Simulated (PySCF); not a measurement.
**Orbital picture of GaBr**

LC-ωPBE at R = 2.380 Å; basis Ga def2-TZVPPD, Br def2-TZVPPD; no relativity; PySCF 2.14. State: ¹Σ⁺ (singlet), closed shell. Only the outer orbitals are listed, counted within each symmetry.

```csv
orbital,occ.,ε (eV),on Ga (%),main shells (%)
13σ,2,-24.01,11,89 Br s
14σ,2,-14.19,57,"55 Ga s, 39 Br p"
7π,2,-10.92,5,95 Br p
7π,2,-10.92,5,95 Br p
15σ,2,-9.74,61,"41 Ga s, 40 Br p, 19 Ga p"
8π,0,0.10,84,"80 Ga p, 11 Br p"
8π,0,0.10,84,"80 Ga p, 11 Br p"
```

Problem. Which are the highest filled and the lowest empty level, where do they sit, and how wide is the gap?

Solution. Highest filled 15σ at -9.74 eV (in %: 41 Ga s, 40 Br p, 19 Ga p); lowest empty 8π at 0.10 eV (in %: 80 Ga p, 11 Br p); the gap at LC-ωPBE is 9.84 eV. An empty level above zero is unbound, and its energy depends on the basis.

The bond order (Mayer) is 0.88, the ⟨S²⟩ is 0.000 and the charge on Ga (Mulliken, basis-dependent) is 0.37. The charge on Ga (Löwdin, basis-dependent) is 0.18 and the dipole moment (positive dipole means Ga(−)Br(+)) is -2.66 D.
